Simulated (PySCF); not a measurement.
# Spinor energies of Zn (zinc, neutral)

Start: [Ar] 3d10 4s1 4p1; 4s1/2 filled at m_j = +1/2; 4p3/2 filled at m_j = +3/2. Calculated with PySCF 2.14 in x2c-TZVPall-2c: generalised Hartree-Fock with the X2C-1e Hamiltonian and a Gaussian nucleus; one run each with spin-orbit coupling (SO) switched off, then screened by Boettger's factors. This is a chosen level, not necessarily the ground level.

```json
{"spinor shell": "1s1/2", "electrons": "2", "ε, spin-free (eV)": "-9730.5", "ε, screened SO (eV)": "-9730.4", "weight of nominal j (screened SO)": "1.000", "rms radius, screened SO (bohr)": "0.0580"}
{"spinor shell": "2s1/2", "electrons": "2", "ε, spin-free (eV)": "-1234.2", "ε, screened SO (eV)": "-1234.2", "weight of nominal j (screened SO)": "1.000", "rms radius, screened SO (bohr)": "0.244"}
{"spinor shell": "2p1/2", "electrons": "2", "ε, spin-free (eV)": "-1065.6", "ε, screened SO (eV)": "-1082.0", "weight of nominal j (screened SO)": "1.000", "rms radius, screened SO (bohr)": "0.217"}
{"spinor shell": "2p3/2", "electrons": "4", "ε, spin-free (eV)": "-1065.6", "ε, screened SO (eV)": "-1057.6", "weight of nominal j (screened SO)": "1.000", "rms radius, screened SO (bohr)": "0.220"}
{"spinor shell": "3s1/2", "electrons": "2", "ε, spin-free (eV)": "-158.47", "ε, screened SO (eV)": "-158.48", "weight of nominal j (screened SO)": "1.000", "rms radius, screened SO (bohr)": "0.731"}
{"spinor shell": "3p1/2", "electrons": "2", "ε, spin-free (eV)": "-106.27", "ε, screened SO (eV)": "-108.51", "weight of nominal j (screened SO)": "1.000", "rms radius, screened SO (bohr)": "0.770"}
{"spinor shell": "3d3/2", "electrons": "4", "ε, spin-free (eV)": "-21.466", "ε, screened SO (eV)": "-21.752", "weight of nominal j (screened SO)": "0.991", "rms radius, screened SO (bohr)": "0.999"}
{"spinor shell": "3d5/2", "electrons": "6", "ε, spin-free (eV)": "-21.466", "ε, screened SO (eV)": "-21.305", "weight of nominal j (screened SO)": "0.994", "rms radius, screened SO (bohr)": "1.01"}
{"spinor shell": "4s1/2", "electrons": "1", "ε, spin-free (eV)": "-10.474", "ε, screened SO (eV)": "-10.479", "weight of nominal j (screened SO)": "0.999", "rms radius, screened SO (bohr)": "2.96"}
{"spinor shell": "4p3/2", "electrons": "1", "ε, spin-free (eV)": "-4.679", "ε, screened SO (eV)": "-4.648", "weight of nominal j (screened SO)": "1.000", "rms radius, screened SO (bohr)": "3.26"}
```

Q: Where does 3p3/2 lie, and what is the 3p spin-orbit splitting (screened SO)?

A: At -105.21 eV, 3.295 eV above 3p1/2.

```json
{"quantity": "E (hartree)", "spin-free": "-1794.10528", "screened SO": "-1794.15522"}
{"quantity": "M_J", "spin-free": "2", "screened SO": "2"}
{"quantity": "⟨J²⟩", "spin-free": "6.012", "screened SO": "6.012"}
{"quantity": "⟨L²⟩", "spin-free": "2.008", "screened SO": "2.010"}
{"quantity": "⟨S²⟩", "spin-free": "2.003", "screened SO": "2.005"}
```

Without spin-orbit coupling the j labels of p, d and f shells carry no meaning; the spin-free column gives the mean over the occupied spinors of each nl shell.
